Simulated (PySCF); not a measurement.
CH$_{3}$S, doublet, at a GFN2-xTB geometry, atoms displaced at random by about 0.03 Å a coordinate; R2SCAN/def2-SVP, gradient by finite differences run with PySCF.

PySCF was given this input:
```python
from pyscf import gto, scf, dft

mol = gto.M(
    atom='''
C    -0.01075350    1.11473573   -0.02456626
S     0.02206727   -0.65217465   -0.07196426
H     1.08510324    1.45795513    0.05724801
H    -0.52417287    1.45057630    0.87440843
H    -0.44420554    1.44747197   -0.81922384
''',
    basis='def2-svp',
    spin=1,
    verbose=4,
)

mf = dft.UKS(mol)
mf.xc = 'r2scan'
mf.conv_tol = 1e-11
mf.kernel()
scan, done = mf.as_scanner(), []
scan.scf_summary = {}
def energy(d):
    c = mol.atom_coords()
    c[1, 0] += d
    e = scan(mol.set_geom_(c, unit='Bohr', inplace=False))
    done.append(scan.converged)
    return e
h = 1e-5
fd = (energy(h) - energy(-h)) / (2 * h)
print('dE/dx =', fd)
```

What the program printed (banner, timings and long lists left out):

```
PySCF version 2.14.0

[INPUT] verbose = 4
[INPUT] num. atoms = 5
[INPUT] num. electrons = 25
[INPUT] charge = 0
[INPUT] spin (= nelec alpha-beta = 2S) = 1
[INPUT] symmetry False subgroup None
[INPUT] Mole.unit = angstrom
[INPUT] Symbol           X                Y                Z      unit          X                Y                Z       unit  Magmom
[INPUT]  1 C     -0.010753500000   1.114735730000  -0.024566260000 AA   -0.020321169881   2.106545230967  -0.046423503305 Bohr   0.0
[INPUT]  2 S      0.022067270000  -0.652174650000  -0.071964260000 AA    0.041701096617  -1.232431473884  -0.135992742157 Bohr   0.0
[INPUT]  3 H      1.085103240000   1.457955130000   0.057248010000 AA    2.050547940478   2.755135897605   0.108183060076 Bohr   0.0
[INPUT]  4 H     -0.524172870000   1.450576300000   0.874408430000 AA   -0.990543166227   2.741191929785   1.652392453711 Bohr   0.0
[INPUT]  5 H     -0.444205540000   1.447471970000  -0.819223840000 AA   -0.839426813615   2.735325596285  -1.548108692315 Bohr   0.0

nuclear repulsion = 49.4785486388263
number of shells = 23
number of NR pGTOs = 81
number of NR cGTOs = 47
basis = def2-svp
ecp = {}

******** <class 'pyscf.dft.uks.UKS'> ********
method = UKS
initial guess = minao
damping factor = 0
level_shift factor = 0
DIIS = <class 'pyscf.scf.diis.CDIIS'>
diis_start_cycle = 1
diis_space = 8
diis_damp = 0
SCF conv_tol = 1e-11
SCF conv_tol_grad = None
SCF max_cycles = 50
direct_scf = True
direct_scf_tol = 1e-13
number electrons alpha = 13  beta = 12
XC library pyscf.dft.libxc version 7.1.2
    S. Lehtola, C. Steigemann, M. J. T. Oliveira, and M. A. L. Marques,  SoftwareX 7, 1–5 (2018)
XC functionals = r2scan
    J. W. Furness, A. D. Kaplan, J. Ning, J. P. Perdew, and J. Sun,  J. Phys. Chem. Lett. 11, 8208–8215 (2020)
    J. W. Furness, A. D. Kaplan, J. Ning, J. P. Perdew, and J. Sun,  J. Phys. Chem. Lett. 11, 9248–9248 (2020)
    J. W. Furness, A. D. Kaplan, J. Ning, J. P. Perdew, and J. Sun,  J. Phys. Chem. Lett. 11, 8208–8215 (2020)
    J. W. Furness, A. D. Kaplan, J. Ning, J. P. Perdew, and J. Sun,  J. Phys. Chem. Lett. 11, 9248–9248 (2020)
radial grids:
    Treutler-Ahlrichs [JCP 102, 346 (1995); DOI:10.1063/1.469408] (M4) radial grids

becke partition: Becke, JCP 88, 2547 (1988); DOI:10.1063/1.454033
pruning grids: <function nwchem_prune>
grids dens level: 3
symmetrized grids: False
atomic radii adjust function: <function treutler_atomic_radii_adjust>
small_rho_cutoff = 0
Set gradient conv threshold to 3.16228e-06
tot grids = 62424
init E= -437.826305506162

cycle= 1 E= -437.812483915507  delta_E= 0.0138  |g|= 0.164  |ddm|= 1.59
cycle= 2 E= -437.809318011837  delta_E= 0.00317  |g|= 0.191  |ddm|= 0.333
cycle= 3 E= -437.828531741361  delta_E= -0.0192  |g|= 0.0315  |ddm|= 0.182
cycle= 4 E= -437.829136436272  delta_E= -0.000605  |g|= 0.00924  |ddm|= 0.0665
cycle= 5 E= -437.829199237419  delta_E= -6.28e-05  |g|= 0.00192  |ddm|= 0.0183
cycle= 6 E= -437.829201521092  delta_E= -2.28e-06  |g|= 0.000577  |ddm|= 0.00285
cycle= 7 E= -437.829201798884  delta_E= -2.78e-07  |g|= 0.000116  |ddm|= 0.00106
cycle= 8 E= -437.829201841327  delta_E= -4.24e-08  |g|= 7.27e-05  |ddm|= 0.000741
cycle= 9 E= -437.82920186801  delta_E= -2.67e-08  |g|= 5.66e-05  |ddm|= 0.000604
cycle= 10 E= -437.829201894752  delta_E= -2.67e-08  |g|= 5.32e-05  |ddm|= 0.000677
cycle= 11 E= -437.829201939466  delta_E= -4.47e-08  |g|= 4.77e-05  |ddm|= 0.00123
cycle= 12 E= -437.829202039142  delta_E= -9.97e-08  |g|= 3.9e-05  |ddm|= 0.00344
cycle= 13 E= -437.829202114268  delta_E= -7.51e-08  |g|= 1.79e-05  |ddm|= 0.00459
cycle= 14 E= -437.829202126958  delta_E= -1.27e-08  |g|= 6.62e-06  |ddm|= 0.00228
cycle= 15 E= -437.829202127553  delta_E= -5.96e-10  |g|= 2.99e-06  |ddm|= 0.000489
cycle= 16 E= -437.829202127587  delta_E= -3.32e-11  |g|= 1.15e-06  |ddm|= 0.000114
cycle= 17 E= -437.829202127587  delta_E= -6.82e-13  |g|= 2.21e-07  |ddm|= 1.37e-05
Extra cycle  E= -437.829202127587  delta_E=    0  |g|= 2.35e-07  |ddm|= 7.44e-07
converged SCF energy = -437.829202127587  <S^2> = 0.75457774  2S+1 = 2.0045725
Create scanner for <class 'pyscf.dft.uks.UKS'>

WARN: Mole.unit (angstrom) is changed to Bohr

New geometry
   1 C     -0.010753500000   1.114735730000  -0.024566260000 AA   -0.020321169881   2.106545230967  -0.046423503305 Bohr
   2 S      0.022072561772  -0.652174650000  -0.071964260000 AA    0.041711096617  -1.232431473884  -0.135992742157 Bohr
   3 H      1.085103240000   1.457955130000   0.057248010000 AA    2.050547940478   2.755135897605   0.108183060076 Bohr
   4 H     -0.524172870000   1.450576300000   0.874408430000 AA   -0.990543166227   2.741191929785   1.652392453711 Bohr
   5 H     -0.444205540000   1.447471970000  -0.819223840000 AA   -0.839426813615   2.735325596285  -1.548108692315 Bohr

******** <class 'pyscf.scf.hf.UKS_Scanner'> ********
method = UKS_Scanner
initial guess = minao
damping factor = 0
level_shift factor = 0
DIIS = <class 'pyscf.scf.diis.CDIIS'>
diis_start_cycle = 1
diis_space = 8
diis_damp = 0
SCF conv_tol = 1e-11
SCF conv_tol_grad = None
SCF max_cycles = 50
direct_scf = True
direct_scf_tol = 1e-13
number electrons alpha = 13  beta = 12
XC library pyscf.dft.libxc version 7.1.2
    S. Lehtola, C. Steigemann, M. J. T. Oliveira, and M. A. L. Marques,  SoftwareX 7, 1–5 (2018)
XC functionals = r2scan
    J. W. Furness, A. D. Kaplan, J. Ning, J. P. Perdew, and J. Sun,  J. Phys. Chem. Lett. 11, 8208–8215 (2020)
    J. W. Furness, A. D. Kaplan, J. Ning, J. P. Perdew, and J. Sun,  J. Phys. Chem. Lett. 11, 9248–9248 (2020)
    J. W. Furness, A. D. Kaplan, J. Ning, J. P. Perdew, and J. Sun,  J. Phys. Chem. Lett. 11, 8208–8215 (2020)
    J. W. Furness, A. D. Kaplan, J. Ning, J. P. Perdew, and J. Sun,  J. Phys. Chem. Lett. 11, 9248–9248 (2020)
radial grids:
    Treutler-Ahlrichs [JCP 102, 346 (1995); DOI:10.1063/1.469408] (M4) radial grids

becke partition: Becke, JCP 88, 2547 (1988); DOI:10.1063/1.454033
pruning grids: <function nwchem_prune>
grids dens level: 3
symmetrized grids: False
atomic radii adjust function: <function treutler_atomic_radii_adjust>
small_rho_cutoff = 0
Set gradient conv threshold to 3.16228e-06
tot grids = 62424
init E= -437.829202108895
cycle= 1 E= -437.829202144727  delta_E= -3.58e-08  |g|= 4.57e-07  |ddm|= 4.18e-06
cycle= 2 E= -437.829202144727  delta_E= -5.12e-13  |g|= 5.29e-07  |ddm|= 1.4e-06
Extra cycle  E= -437.829202144729  delta_E= -1.82e-12  |g|= 8.07e-07  |ddm|= 1.56e-06
converged SCF energy = -437.829202144729  <S^2> = 0.75457774  2S+1 = 2.0045725

WARN: Mole.unit (angstrom) is changed to Bohr

New geometry
   1 C     -0.010753500000   1.114735730000  -0.024566260000 AA   -0.020321169881   2.106545230967  -0.046423503305 Bohr
   2 S      0.022061978228  -0.652174650000  -0.071964260000 AA    0.041691096617  -1.232431473884  -0.135992742157 Bohr
   3 H      1.085103240000   1.457955130000   0.057248010000 AA    2.050547940478   2.755135897605   0.108183060076 Bohr
   4 H     -0.524172870000   1.450576300000   0.874408430000 AA   -0.990543166227   2.741191929785   1.652392453711 Bohr
   5 H     -0.444205540000   1.447471970000  -0.819223840000 AA   -0.839426813615   2.735325596285  -1.548108692315 Bohr

******** <class 'pyscf.scf.hf.UKS_Scanner'> ********
method = UKS_Scanner
initial guess = minao
damping factor = 0
level_shift factor = 0
DIIS = <class 'pyscf.scf.diis.CDIIS'>
diis_start_cycle = 1
diis_space = 8
diis_damp = 0
SCF conv_tol = 1e-11
SCF conv_tol_grad = None
SCF max_cycles = 50
direct_scf = True
direct_scf_tol = 1e-13
number electrons alpha = 13  beta = 12
XC library pyscf.dft.libxc version 7.1.2
    S. Lehtola, C. Steigemann, M. J. T. Oliveira, and M. A. L. Marques,  SoftwareX 7, 1–5 (2018)
XC functionals = r2scan
    J. W. Furness, A. D. Kaplan, J. Ning, J. P. Perdew, and J. Sun,  J. Phys. Chem. Lett. 11, 8208–8215 (2020)
    J. W. Furness, A. D. Kaplan, J. Ning, J. P. Perdew, and J. Sun,  J. Phys. Chem. Lett. 11, 9248–9248 (2020)
    J. W. Furness, A. D. Kaplan, J. Ning, J. P. Perdew, and J. Sun,  J. Phys. Chem. Lett. 11, 8208–8215 (2020)
    J. W. Furness, A. D. Kaplan, J. Ning, J. P. Perdew, and J. Sun,  J. Phys. Chem. Lett. 11, 9248–9248 (2020)
radial grids:
    Treutler-Ahlrichs [JCP 102, 346 (1995); DOI:10.1063/1.469408] (M4) radial grids

becke partition: Becke, JCP 88, 2547 (1988); DOI:10.1063/1.454033
pruning grids: <function nwchem_prune>
grids dens level: 3
symmetrized grids: False
atomic radii adjust function: <function treutler_atomic_radii_adjust>
small_rho_cutoff = 0
Set gradient conv threshold to 3.16228e-06
tot grids = 62424
init E= -437.829202182082
cycle= 1 E= -437.829202110442  delta_E= 7.16e-08  |g|= 1.4e-06  |ddm|= 8.29e-06
cycle= 2 E= -437.829202110438  delta_E= 3.64e-12  |g|= 2e-06  |ddm|= 3.69e-06
Extra cycle  E= -437.829202110437  delta_E= 1.76e-12  |g|= 3.12e-06  |ddm|= 5.25e-06
converged SCF energy = -437.829202110437  <S^2> = 0.75457774  2S+1 = 2.0045725
dE/dx = -0.0017146334130302419
```
